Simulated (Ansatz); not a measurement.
Reaction (substitution at a C–C bond): `C[C@H](F)[Si@H](F)Cl` + `[CH3][Al]([F])[SH]` → `C[S][Al]([CH3])[F]` + `FC[SiH](F)Cl`

Gas-phase electronic energies from Ansatz, PBE0-D4/def2-TZVP geometries. CCSD(T)/CBS is the MP2 limit (def2-TZVPP, def2-QZVPP) plus CCSD(T) − MP2 in def2-TZVPP, frozen cores. Functionals use def2-TZVPP. Each species was taken in one conformer, which may not be the lowest.

Question: Is it downhill or uphill in electronic energy at CCSD(T)/CBS, and by how much? (An estimate is asked.)

Answer: Computed: Uphill: ΔE = +36.2 kJ/mol.

Question: What do these levels give: PBE-D4, ωB97X-V, ωB97M-V, PBE, SCS-MP2/def2-TZVPP, MP2/CBS(def2)? (Estimate.)

Answer: Computed: PBE-D4 33.5, ωB97X-V 37.1, ωB97M-V 37.4, PBE 33.5, SCS-MP2/def2-TZVPP 35.9, MP2/CBS(def2) 34.7 kJ/mol.

Largest T1 diagnostic among the species: 0.011.
